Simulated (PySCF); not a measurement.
## Ionisation energy of N²⁺ by level of theory

N²⁺ [He] 2s2 2p1 (2P) → N³⁺ [He] 2s2 (1S), as a difference of total energies. All numbers are calculated (PySCF 2.14, no relativity, point nucleus, in aug-cc-pwCVTZ (7s6p4d2f, 59 functions)). Correlated levels: valence: 1s2 frozen; valence and next inner shell: nothing frozen. The calculations carry no spin-orbit coupling.

| method | ionisation energy (eV) |
| --- | --- |
| UHF | 47.269 |
| LDA | 47.843 |
| PBE | 47.994 |
| PBE0 | 47.978 |
| r2SCAN | 48.198 |
| wB97X | 47.771 |
| TPSS | 48.205 |
| wB97M-V | 47.520 |
| PBEsol | 47.736 |
| MP2 (valence) | 47.471 |
| SCS-MP2 (valence) | 47.417 |
| MP2 (valence and next inner shell) | 47.535 |
| SCS-MP2 (valence and next inner shell) | 47.463 |

Problem. How much does correlation contribute at MP2 (valence and next inner shell)?

Solution. 47.535 − (47.269) = 0.266 eV, measured against UHF.

A first-order spin-orbit estimate (lowest level to lowest level, LS coupling) adds 0.014 eV.

Errors of the correlated levels include the incompleteness of this basis and the frozen core.

For comparison: 47.445 eV (semi-empirical (NIST evaluation); NIST Atomic Spectra Database, ionization energies).
